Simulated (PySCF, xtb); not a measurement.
GaCl, SMILES [Cl][Ga] (connectivity only; charge and spin as stated), neutral, multiplicity 1.

xtb with GFN2-xTB at its own geometry gives an orbital gap of 5.40 eV and a dipole moment of 3.65 D.

Geometry optimised at PBE-D3(BJ)/def2-TZVP.

Question: What does M06-2X/def2-TZVPD (PySCF) give? (The exact figures need the calculation; the answer reports its results.)

Answer: gap 7.37 eV (levels -8.37 and -1.00 eV), dipole 2.49 D.
